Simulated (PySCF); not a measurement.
C₅H₅F, SMILES FC1C=CC=C1.

Geometry: B3LYP-D3(BJ)/def2-SVP. One conformer was computed; it need not be the lowest.

Method: B3LYP-D3(BJ)/def2-SVP run with PySCF.

Harmonic, unscaled wavenumbers; measured fundamentals usually lie a few per cent lower.

| mode | ν (cm⁻¹) | IR (km/mol) | Raman (Å⁴/amu) | depolarisation | moving atoms (share of kinetic energy) |
|---|---|---|---|---|---|
| 1 | 190 | 0.1 | 6.0 | 0.74 | C 54 %, F 30 %, H 16 % |
| 2 | 332 | 1.5 | 2.2 | 0.75 | C 42 %, F 35 %, H 23 % |
| 3 | 551 | 0.1 | 0.4 | 0.75 | C 66 %, H 29 % |
| 4 | 556 | 9.8 | 2.3 | 0.41 | C 41 %, F 36 %, H 22 % |
| 5 | 684 | 27.3 | 1.2 | 0.68 | H 59 %, C 34 % |
| 6 | 722 | 0.5 | 3.9 | 0.75 | H 69 %, C 30 % |
| 7 | 796 | 2.4 | 1.0 | 0.75 | C 86 %, H 14 % |
| 8 | 847 | 36.5 | 3.4 | 0.35 | C 68 %, H 30 % |
| 9 | 894 | 24.3 | 6.2 | 0.40 | C 63 %, H 36 % |
| 10 | 971 | 1.2 | 0.6 | 0.31 | H 77 %, C 23 % |
| 11 | 977 | 0.4 | 2.2 | 0.75 | H 71 %, C 29 % |
| 12 | 992 | 5.8 | 6.1 | 0.25 | C 68 %, H 30 % |
| 13 | 1050 | 14.1 | 4.8 | 0.75 | H 63 %, C 36 % |
| 14 | 1070 | 29.8 | 14.9 | 0.51 | H 75 %, C 16 %, F 8 % |
| 15 | 1089 | 5.7 | 11.7 | 0.75 | H 87 %, C 13 % |
| 16 | 1172 | 69.2 | 9.7 | 0.48 | C 48 %, H 33 %, F 18 % |
| 17 | 1249 | 0.7 | 2.0 | 0.75 | H 57 %, C 43 % |
| 18 | 1312 | 0.3 | 0.1 | 0.75 | C 51 %, H 49 % |
| 19 | 1323 | 24.2 | 8.8 | 0.55 | H 73 %, C 25 % |
| 20 | 1389 | 39.6 | 13.9 | 0.64 | C 56 %, H 44 % |
| 21 | 1600 | 3.5 | 54.8 | 0.12 | C 93 % |
| 22 | 1668 | 0.3 | 1.3 | 0.75 | C 90 %, H 10 % |
| 23 | 2972 | 18.2 | 143.8 | 0.29 | H 93 % |
| 24 | 3203 | 6.4 | 109.4 | 0.75 | H 92 %, C 8 % |
| 25 | 3213 | 6.9 | 68.8 | 0.43 | H 92 %, C 8 % |
| 26 | 3236 | 3.0 | 3.7 | 0.75 | H 91 %, C 9 % |
| 27 | 3239 | 0.4 | 255.4 | 0.14 | H 90 %, C 10 % |
